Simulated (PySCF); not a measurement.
Isomers of C8H13FSi.

All values: PBE0/pcSseg-1 (PySCF) at GFN2-xTB geometries, gas phase, one conformer each.

Problem. Rank by dipole moment, highest first.
A. `[CH:1]#[C:2][CH2:3][C@:4]([F:5])([SiH2:6][CH3:7])[CH:8]1[CH2:9][CH2:10]1` with C2–C3–C4–F5 179°, C3–C4–Si6–C7 171°, C3–C4–C8–C9 -79°
B. `[CH3:1][CH2:2][CH2:3][C:4]#[C:5][CH2:6][Si@@H:7]1[CH2:8][C@@H:9]1[F:10]` with C1–C2–C3–C4 63°, C5–C6–Si7–C8 -178°
C. `[CH3:1][C@@H:2]([F:3])[C:4]1=[CH:5][SiH2:6][CH2:7][CH:8]=[CH:9][CH2:10]1` with C1–C2–C4–C5 -102°, C4–C5–Si6–C7 -8°, C5–Si6–C7–C8 -44°, Si6–C7–C8–C9 67°, C8–C9–C10–C4 -81°

Solution. C (2.09 D), B (1.88 D), A (1.22 D).

Problem. Rank by the lowest Hirshfeld charge on any atom, lowest value first.
A. `[CH:1]#[C:2][CH2:3][C@:4]([F:5])([SiH2:6][CH3:7])[CH:8]1[CH2:9][CH2:10]1` with C2–C3–C4–F5 179°, C3–C4–Si6–C7 171°, C3–C4–C8–C9 -79°
B. `[CH3:1][C@@H:2]([F:3])[C:4]1=[CH:5][SiH2:6][CH2:7][CH:8]=[CH:9][CH2:10]1` with C1–C2–C4–C5 -102°, C4–C5–Si6–C7 -8°, C5–Si6–C7–C8 -44°, Si6–C7–C8–C9 67°, C8–C9–C10–C4 -81°
C. `[CH3:1][CH2:2][CH2:3][C:4]#[C:5][CH2:6][Si@@H:7]1[CH2:8][C@@H:9]1[F:10]` with C1–C2–C3–C4 63°, C5–C6–Si7–C8 -178°

Solution. A (-0.211 e), C (-0.185 e), B (-0.162 e).

All values together:

```tsv
SMILES	μ (D)	HOMO (eV)	LUMO (eV)	lowest IAO charge (e)	highest IAO charge (e)	lowest Hirshfeld charge (e)	highest Hirshfeld charge (e)
C#CC[C@@](F)([SiH2]C)C(=C)C	1.76	-7.02	0.18	-0.714 (C)	+0.752 (Si)	-0.211 (C)	+0.337 (Si)
C[C@@H](F)C1=C[SiH2]CC=CC1	2.09	-6.79	-0.44	-0.548 (C)	+0.764 (Si)	-0.162 (C)	+0.337 (Si)
CCCC#CC[Si@@H]1C[C@@H]1F	1.88	-6.84	0.34	-0.558 (C)	+0.795 (Si)	-0.185 (C)	+0.340 (Si)
C#CC[C@](F)([SiH2]C)C1CC1	1.22	-7.51	0.71	-0.711 (C)	+0.750 (Si)	-0.211 (C)	+0.329 (Si)
```

Conformers: `[CH:1]#[C:2][CH2:3][C@@:4]([F:5])([SiH2:6][CH3:7])[C:8](=[CH2:9])[CH3:10]` with C2–C3–C4–F5 73°, C3–C4–Si6–C7 -65°, C3–C4–C8–C9 130°; `[CH3:1][C@@H:2]([F:3])[C:4]1=[CH:5][SiH2:6][CH2:7][CH:8]=[CH:9][CH2:10]1` with C1–C2–C4–C5 -102°, C4–C5–Si6–C7 -8°, C5–Si6–C7–C8 -44°, Si6–C7–C8–C9 67°, C8–C9–C10–C4 -81°; `[CH3:1][CH2:2][CH2:3][C:4]#[C:5][CH2:6][Si@@H:7]1[CH2:8][C@@H:9]1[F:10]` with C1–C2–C3–C4 63°, C5–C6–Si7–C8 -178°; `[CH:1]#[C:2][CH2:3][C@:4]([F:5])([SiH2:6][CH3:7])[CH:8]1[CH2:9][CH2:10]1` with C2–C3–C4–F5 179°, C3–C4–Si6–C7 171°, C3–C4–C8–C9 -79°.
